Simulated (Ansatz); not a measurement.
Species: SF, charge 0, doublet. SF (SMILES [S]F, doublet).
B3LYP-D3(BJ)/def2-TZVP minimum from Ansatz (a first-principles code):
```xyz
2

S      0.0000     0.0000    -0.5793
F      0.0000     0.0000     1.0299
```
Charge 0, spin multiplicity 2.

Total energies in cc-pV(T+d)Z, 13 correlated electrons, 6 frozen orbitals. UHF or UKS for unpaired electrons; spin-orbit terms are left out. Correlated methods leave the cores frozen. No relativity.

```
method    program  energy (Eh)  minus CCSDT(Q) (mEh)
--------  -------  -----------  --------------------
HF         Ansatz   -496.96869                430.90
MP2        Ansatz   -497.36361                 35.98
CCSD       Ansatz   -497.38304                 16.55
CCSD(T)    Ansatz   -497.39800                  1.59
CCSDT(Q)   Ansatz   -497.39959                  0.00
```

Rough core times of Ansatz's runs on a shared machine: CCSD(T) under 20 s, CCSDT(Q) 5 min.
